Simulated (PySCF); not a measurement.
C2H8GeO4 (SMILES CC[O][Ge]([OH])([OH])[OH]), singlet, geometry from GFN2-xTB, with bond 14-6 at 1.8 times its length.

PySCF was given this input:
```python
from pyscf import gto, scf, mcscf
import numpy

mol = gto.Mole()
mol.atom = '''
    C    -3.360026   -0.135133    0.405060
    C    -2.016040    0.565130    0.518508
    O    -0.996664   -0.385187    0.228971
    Ge    0.667347   -0.047763   -0.111041
    O     1.641947    0.350317    1.257911
    O     1.299920   -1.506256   -0.773559
    O     0.758025    1.299508   -1.183548
    H    -4.159202    0.562327    0.640877
    H    -3.400741   -0.973696    1.095146
    H    -3.499434   -0.511146   -0.604898
    H    -1.874176    0.955298    1.532050
    H    -1.960969    1.401137   -0.184581
    H     1.869968   -0.382789    1.826829
    H     0.268228   -2.335345   -1.871813
    H     1.573259    1.797101   -1.148011
'''
mol.basis = 'sto-3g'
mol.charge = 0
mol.spin = 0
mol.verbose = 3
mol.build()

mf = scf.RHF(mol)
mf.kernel()
mc = mcscf.CASSCF(mf, 6, 6)
mc.kernel()
occ = numpy.linalg.eigvalsh(mc.fcisolver.make_rdm1(mc.ci, mc.ncas, mc.nelecas))[::-1]
ss = mc.fcisolver.spin_square(mc.ci, mc.ncas, mc.nelecas)[0]
print('natural occupations', occ.round(4), ' <S^2>', round(ss, 4))
```

What is the computed SCF-reference HOMO-LUMO gap (CASSCF(6,6)/STO-3G run with PySCF)?

13.59 eV

Estimate the natural occupations of the active orbitals that CASSCF(6,6)/STO-3G returns for this input.

1.98, 1.97, 1.66, 0.34, 0.03, 0.02

What SCF-reference dipole moment does CASSCF(6,6)/STO-3G give?

0.72 D

Give the total energy at the level CASSCF(6,6)/STO-3G.

-2426.5986 Eh

Estimate the SCF-reference Mulliken (on the basis functions themselves) charges in atom order that CASSCF(6,6)/STO-3G returns for this input.

C1 -0.18, C2 0.02, O3 -0.46, Ge4 1.30, O5 -0.50, O6 -0.35, O7 -0.50, H8 0.06, H9 0.07, H10 0.06, H11 0.04, H12 0.05, H13 0.18, H14 0.03, H15 0.18
